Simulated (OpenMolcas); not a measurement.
## Co VI: the spin-orbit constant, worked from levels

* Program: OpenMolcas 26.06
* Basis: ANO-R2 [7s5p4d2f1g]
* Scalar Hamiltonian: X2C, finite nucleus
* Active space: 4 electrons in 10 orbitals (3d 4d)
* State averaging: 2S+1 = 5 even, 5 roots; 2S+1 = 3 even, 45 roots; 2S+1 = 1 even, 44 roots
* Spin-orbit coupling: RASSI with atomic mean-field integrals over the reference wave functions, term energies averaged over their components

Methods: CASSCF; MS-CASPT2, IPEA 0.25 Eh, imaginary shift 0.1 Eh (closed shells correlated: 3s 3p). Measured levels: Sugar and Corliss, J. Phys. Chem. Ref. Data 10, 1097 (1981).

**The spin-orbit constant.** For the Hund term ⁵D of d4, E(J) = (A/2) J(J+1) + constant and ζ = 2S·A = 4A. From J = 0 to J = 4 the energy changes by 10 A.

```csv
Source,E(4) - E(0),A,ζ
CASSCF,1880.8,188.1,752
MS-CASPT2,1887.4,188.7,755
measured,1781.6,178.2,713
```

All in cm-1. MS-CASPT2 is off by +5.9 % and CASSCF by +5.6 %. Both methods take the spin-orbit matrix elements from the reference wave functions, so the second can move ζ only through the term energies and any multistate remixing. Second-order mixing with other terms is absorbed into this ζ.

Term energies are means over components that CASPT2 splits; among the terms shown or strongly mixed into the levels shown the widest spread is 23 cm-1 (3d⁴ ⁵D, MS-CASPT2). Active for correlation alone: 4d; no level in the range computed is led by a configuration that fills it, so any true level of that kind is missing. Without dynamic correlation excited terms often stand tens of per cent too high (terms of higher spin than the ground term too low), and those without a measured partner can miss by more than the paired ones (holds for CASSCF). Computed and measured levels are paired by configuration, term and J; levels that our copy of the source lacks, or whose pairing is in doubt (as where it misses far off the trend of its configuration), stay unpaired and out of the deviations. Levels of configurations outside the active space are missing.
